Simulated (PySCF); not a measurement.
## How methods differ on the ionisation energy of Yb⁴⁷⁺

Yb⁴⁷⁺ [Ar] 3d5 (6S) → Yb⁴⁸⁺ [Ar] 3d4 (5D), as a difference of total energies. Computed with PySCF 2.14 in an uncontracted even-tempered set (16 s from 10 bohr⁻², ratio 2.5; 10 p from 13 bohr⁻², ratio 2.5; 7 d from 13 bohr⁻², ratio 2.5; 4 f from 51 bohr⁻², ratio 2.7; 3 g from 76 bohr⁻², ratio 2.7), with the non-relativistic Hamiltonian (point nucleus). Correlated levels: outer shells: [Ne] frozen; virtual orbitals above 40 to 60 times the deepest correlated orbital energy dropped. The calculations carry no spin-orbit coupling.

```json
{"method": "UHF", "ionisation energy (eV)": "4087.1"}
{"method": "LDA", "ionisation energy (eV)": "4083.2"}
{"method": "PBE", "ionisation energy (eV)": "4082.8"}
{"method": "PBE0", "ionisation energy (eV)": "4084.3"}
{"method": "r2SCAN", "ionisation energy (eV)": "4085.0"}
{"method": "r2SCANh", "ionisation energy (eV)": "4085.3"}
{"method": "B97-3", "ionisation energy (eV)": "4084.8"}
{"method": "MP2 (outer shells)", "ionisation energy (eV)": "4087.0"}
{"method": "SCS-MP2 (outer shells)", "ionisation energy (eV)": "4086.4"}
```

Spin-orbit coupling is strong in these open shells (close to jj coupling). The scalar numbers leave it out and a first-order estimate fails, so it can dominate the gap to the real levels.

The gap to the reference is mostly relativistic.

For comparison: 4051 ± 4 eV (theoretical estimate listed by NIST; NIST Atomic Spectra Database, ionization energies).
